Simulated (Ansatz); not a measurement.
This geometry of CH$_{7}$O$_{2}$SbSi (12 atoms, charge 0, multiplicity 1) is a first-order saddle point.

These are results of Ansatz, RKS PBE0-D4/def2-mTZVP, not measurements.

```xyz
12
Properties=species:S:1:pos:R:3
O -1.512 -0.577 1.532
C -0.106 -0.700 1.445
Si 0.605 0.548 0.226
O 2.229 0.288 0.141
Sb -0.581 0.243 -1.948
H -1.863 -0.592 0.627
H 0.215 -1.719 1.189
H 0.298 -0.486 2.440
H 0.220 1.950 0.529
H 2.700 0.722 -0.578
H -0.622 -1.149 -2.874
H -1.504 1.416 -2.695
```

**Question.** Which two structures does it join? (They come from a converged band through this point; their orientation in space is the band's.)

**Answer.** No bond is made or broken. The height of Sb5 over the plane of its neighbours goes from 1.09 to -1.08 Å.

First end point:

```xyz
12
Properties=species:S:1:pos:R:3
O -1.685 -0.245 1.156
C -0.299 -0.555 1.214
Si 0.722 0.546 0.065
O 2.280 -0.032 0.142
Sb -0.184 0.442 -2.363
H -1.991 -0.401 0.254
H -0.103 -1.615 1.001
H 0.013 -0.383 2.248
H 0.667 1.975 0.499
H 2.982 0.526 -0.204
H -0.577 -1.220 -2.159
H -1.747 0.908 -1.817
```

Last end point:

```xyz
12
Properties=species:S:1:pos:R:3
O -1.669 -0.623 1.626
C -0.269 -0.763 1.395
Si 0.345 0.540 0.167
O 1.984 0.323 0.028
Sb -0.954 0.278 -2.061
H -2.140 -0.882 0.825
H -0.003 -1.781 1.080
H 0.218 -0.605 2.361
H 0.015 1.898 0.690
H 2.426 0.743 -0.715
H 0.239 -0.806 -2.652
H -0.113 1.625 -2.710
```

**Question.** How far does it lie above each of them?

**Answer.** 29.5 kcal/mol above the first and 28.8 kcal/mol above the second. This is the barrier of this one path; another mechanism may lie lower.

Run time: 4.7 min on 2 threads of Intel(R) Xeon(R) Platinum 8488C (Sapphire Rapids), with other jobs on the host, peak memory 0.49 GiB.
